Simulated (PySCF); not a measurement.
# Spin–spin couplings to the heavy atom in `[SnH2]([CH3])[B](F)F`, CH5BF2Sn

Geometry:
| atom | x (Å) | y (Å) | z (Å) |
| --- | --- | --- | --- |
| C1 | -1.576 | -0.544 | 0.079 |
| Sn2 | 0.063 | 0.825 | -0.215 |
| B3 | 2.009 | -0.266 | 0.162 |
| F4 | 2.465 | -1.157 | -0.698 |
| F5 | 2.731 | -0.083 | 1.249 |
| H6 | -2.528 | -0.044 | -0.141 |
| H7 | -1.588 | -0.899 | 1.119 |
| H8 | -1.460 | -1.407 | -0.592 |
| H9 | -0.095 | 2.161 | 0.849 |
| H10 | 0.032 | 1.394 | -1.834 |

Method: indirect couplings at PBE0/pcJ-1 (dyall-v2z on Sn), gas phase, Gaussian nuclear model, PBE0-D3(BJ)/def2-SVP geometry; PySCF integrals, density fitting.

Non-relativistic values:
```
     coupling           atoms   J (Hz)
1J(119Sn,13C)        Sn2 – C1   -272.3
1J(119Sn,11B)        Sn2 – B3   -891.7
 1J(119Sn,1H)    Sn2 – H9/H10  -1342.7
2J(119Sn,19F)     Sn2 – F4/F5   -519.8
 2J(119Sn,1H)  Sn2 – H6/H7/H8     46.5
```

Question: What do two-component X2C with spin–orbit coupling give?

Answer: 
| coupling | atoms | with spin–orbit (Hz) |
| --- | --- | --- |
| 1J(119Sn,13C) | Sn2 – C1 | -304.9 |
| 1J(119Sn,11B) | Sn2 – B3 | -1102.8 |
| 1J(119Sn,1H) | Sn2 – H9/H10 | -1722.3 |
| 2J(119Sn,19F) | Sn2 – F4/F5 | -633.4 |
| 2J(119Sn,1H) | Sn2 – H6/H7/H8 | 51.7 |

The largest listed coupling, 1J(119Sn,1H), ends at 1.28 times its non-relativistic value. Equivalent partners are averaged, as under fast rotation. In the static structure 2J(119Sn,1H) spreads over 62.1, 45.0, 48.0 Hz.
